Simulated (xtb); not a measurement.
BrCl, SMILES ClBr. All values are semi-empirical tight-binding results from xtb (GFN2-xTB unless named), good for trends rather than for accurate numbers. Geometry: GFN2-xTB.

Question: Estimate the properties. (Estimate from the structure and the level; the computed values follow.)

Answer: 
| Item | Value |
|---|---|
| point group as xtb finds it | C∞v |
| orbital gap | 3.04 eV |
| static polarisability (D4 model) | 37.2 bohr³ |
| solvation energy, GFN2-xTB/ALPB(water) | 0.3 kcal/mol |
| solvation energy, GFN2-xTB/ALPB(acetone) | -2.5 kcal/mol |
